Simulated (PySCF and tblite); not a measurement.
The numbers below are computed, except where a source is named.
C₅H₁₁NO, numbered as in [CH3:1][CH2:2][CH2:3][CH2:4][C:5]([NH2:6])=[O:7]. Conformer-averaged GIAO shifts at 298.15 K against TMS at the same level, unscaled (PySCF, tblite), from 2 protocols:

A: shieldings WP04/pcSseg-1 (IEF-PCM, chloroform); weights PBE0-D3(BJ)/def2-TZVP (IEF-PCM, chloroform) // PBE0-D3(BJ)/def2-SVP; 7 conformers.
B: shieldings PBE/pcSseg-1, SCF tolerance 1e-07; weights PBE-D3(BJ)/pcSseg-1, SCF tolerance 1e-07 // PBE0-D3(BJ)/def2-SVP; 4 conformers.

| signal | measured (ppm) | A | B |
| --- | --- | --- | --- |
| H1 | 0.93 | 0.94 | 1.00 |
| H2 | 1.37 | 1.14 | 1.19 |
| H3 | 1.6 | 1.39 | 1.45 |
| H4 | 2.22 | 1.97 | 1.92 |

Measured: Pretsch, Buehlmann, Badertscher, Structure Determination of Organic Compounds, 4th ed. (2009); solvent: not stated per compound (mostly CDCl3 or CCl4).

Question: Which protocol comes closest to experiment?

Answer: For ¹H protocol A has the smallest mean absolute error, but the gap to the next is too small to matter.
| nucleus | ppm | A | B |
| --- | --- | --- | --- |
| ¹H | mean absolute error | 0.18 | 0.18 |
| ¹H | scatter about the mean error | 0.10 | 0.13 |

For scale, the study of CCCCC(N)=O took 9.5 min on 1 thread of Intel Xeon @ 2.60GHz, on a host shared with other jobs (rough), launched as `OMP_NUM_THREADS=1 python ens_run.py task.json out`.
